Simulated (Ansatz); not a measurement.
A structure relaxed at B3LYP-D4/def2-TZVP in Ansatz, charge 0, singlet:

```csv
atom,x (Å),y (Å),z (Å)
Si1,0.4963,1.2494,-0.3880
Si2,0.1380,-1.2898,-0.5301
F3,-1.1164,1.4385,-0.1526
F4,0.4821,-1.3981,1.0707
```

Problem. Give its formula and point group.

Solution. Si₂F₂. Point group C2 (tolerance 0.1 Å).

Problem. Summarise the bond lengths by kind (pairs closer than 1.2 times the sum of covalent radii, bridged metal pairs left out).

Solution. 2 × F–Si 1.64 Å; 1 × Si–Si 2.57 Å.

The restricted singlet is unstable towards broken spin symmetry at other levels; at B3LYP-D4/def2-TZVP this wasn't settled. At B3LYP-D4/def2-TZVP a triplet of charge 0 lies 0.38 eV below the restricted singlet, each at its own geometry. The structure comes from a short search, and lower isomers may exist.
